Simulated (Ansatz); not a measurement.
A nudged elastic band was laid between two geometries of C₃H₇FGe (12 atoms, charge 0, multiplicity 1).

Theory: Ansatz 0.2.0, RKS BLYP/def2-SVP.

```
movable images  : 5
climbing image  : yes
spring          : 5.0 eV/Å²
optimiser       : quadratic models (default)
start path      : IDPP
force threshold : 0.05 eV/Å
iteration limit : 60
end points      : relaxed
```

First end point:

```xyz
12
Properties=species:S:1:pos:R:3
C -1.752 1.240 -0.180
C -0.443 0.573 0.131
F 0.286 1.303 1.038
C 0.071 -0.577 -0.342
Ge 1.825 -1.279 0.200
H -1.581 2.256 -0.593
H -2.351 1.367 0.746
H -2.339 0.651 -0.909
H -0.535 -1.140 -1.068
H 2.060 -2.617 -0.556
H 1.873 -1.546 1.730
H 2.963 -0.285 -0.163
```

Last end point:

```xyz
12
Properties=species:S:1:pos:R:3
C -1.640 1.215 -0.704
C -0.320 0.556 -0.371
F 0.743 1.195 -0.957
C -0.085 -0.527 0.394
Ge 1.710 -1.253 0.724
H -1.470 2.089 -1.360
H -2.159 1.563 0.213
H -2.320 0.513 -1.226
H -0.958 -1.019 0.851
H 2.393 -1.690 -0.602
H 1.564 -2.493 1.650
H 2.620 -0.204 1.422
```

What changes between the two ends?

No bond is made or broken. The dihedral C2–C4–Ge5–H12 goes from -61 to 60°.

Give the energies along the band, and the barrier.

The forces met the threshold. The highest image is number 6 of 0 to 6, 2.1 kcal/mol above the first end and 0.0 kcal/mol above the last; the last end lies 2.1 kcal/mol above the first. The highest image is an end point: on this band no image between the ends rises above it. Between wells the path still climbs a hump at image 2, 0.02 eV above the well before it.

| image | path coordinate (Å) | energy (kcal/mol) | dihedral C2–C4–Ge5–H12 (°) |
| --- | --- | --- | --- |
| 0 | 0.00 | 0.0 | -61 |
| 1 | 0.93 | 0.2 | -34 |
| 2 | 1.86 | 0.5 | -7 |
| 3 | 2.79 | 0.4 | 21 |
| 4 | 3.72 | 0.7 | 50 |
| 5 | 4.65 | 2.1 | 61 |
| 6 | 4.67 | 2.1 | 60 |

The band took 10 iterations and about 5 core-minutes.

Run time: 2.7 min on 2 threads of Arm Neoverse V1 (shared host), peak memory 0.16 GiB.
